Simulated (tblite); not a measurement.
Compound: C7H14N (charge +1).
Numbering: `[CH2:1]=[C:2]([CH3:3])[C:4]([CH3:5])=[N+:6]([CH3:7])[CH3:8]` (hydrogens: H9, H10 on C1; H11, H12, H13 on C3; H14, H15, H16 on C5; H17, H18, H19 on C7; H20, H21, H22 on C8)

The geometry is computed with GFN2-xTB (gas phase).

(1) What internal coordinates does the optimisation give?

## Answers

(1) 
```json
{"bond": "C1=C2", "length (Å)": "1.333"}
{"bond": "C2–C3", "length (Å)": "1.502"}
{"bond": "C2–C4", "length (Å)": "1.466"}
{"bond": "C4–C5", "length (Å)": "1.481"}
{"bond": "C4=N6", "length (Å)": "1.297"}
{"bond": "N6–C7", "length (Å)": "1.444"}
{"bond": "N6–C8", "length (Å)": "1.446"}
{"bond": "C1–H9", "length (Å)": "1.077"}
{"bond": "C1–H10", "length (Å)": "1.076"}
{"bond": "C3–H11, C3–H12, C3–H13", "length (Å)": "1.087"}
{"bond": "C5–H14, C5–H15, C5–H16", "length (Å)": "1.089"}
{"bond": "C7–H17, C7–H18, C7–H19", "length (Å)": "1.090"}
{"bond": "C8–H20, C8–H21, C8–H22", "length (Å)": "1.090"}
```

Bonds in one row agree within 0.01 Å and their mean is given. A selection of angles:
```json
{"angle": "C1–C2–C3", "degrees": "122.5"}
{"angle": "C1–C2–C4", "degrees": "121.3"}
{"angle": "C3–C2–C4", "degrees": "116.1"}
{"angle": "C2–C4–C5", "degrees": "117.5"}
{"angle": "C2–C4–N6", "degrees": "122.8"}
{"angle": "C5–C4–N6", "degrees": "119.7"}
{"angle": "C4–N6–C7", "degrees": "124.3"}
{"angle": "C4–N6–C8", "degrees": "121.1"}
{"angle": "C7–N6–C8", "degrees": "114.5"}
```

Dihedral angles: C1–C2–C4–C5 -125° (anticlinal); C2–C4–N6–C7 5° (synperiplanar). The mirror-image conformer, all signs reversed, is as good.

The 3 C–N bonds span 1.297 Å (C4=N6, drawn double) to 1.446 Å (N6–C8, drawn single), a spread of 0.149 Å. C1 (terminal =CH2 carbon) is planar (angles 123.0°, 120.7° and 116.2°, sum 359.9°, 0.02 Å off the plane of its three neighbours). C2 (fully substituted alkene carbon) is planar (angles 122.5°, 121.3° and 116.1°, sum 359.8°, 0.03 Å off the plane of its three neighbours). N6 (nitrogen bonded to 3 C) is planar (angles 124.3°, 121.1° and 114.5°, sum 360.0°, 0.01 Å off the plane of its three neighbours). Of the pairs four or more bonds apart, C2···H18 is among the closest relative to their van der Waals radii: 2.48 Å, 85 % of the sum of Bondi's values. C4 (C=N carbon) is planar (angles 122.8°, 119.7° and 117.5°, sum 360.0°, 0.00 Å off the plane of its three neighbours). The 4 C–C bonds span 1.333 Å (C1=C2, drawn double) to 1.502 Å (C2–C3, drawn single), a spread of 0.169 Å.

Point group: C1 (no symmetry element, even within 0.4 Å). Its GFN2-xTB frequencies are all real (lowest 64 cm⁻¹). 3 starts were optimised and ended at 0.00, 0.06 and 0.80 kcal/mol (GFN2-xTB); the lowest of these is shown.
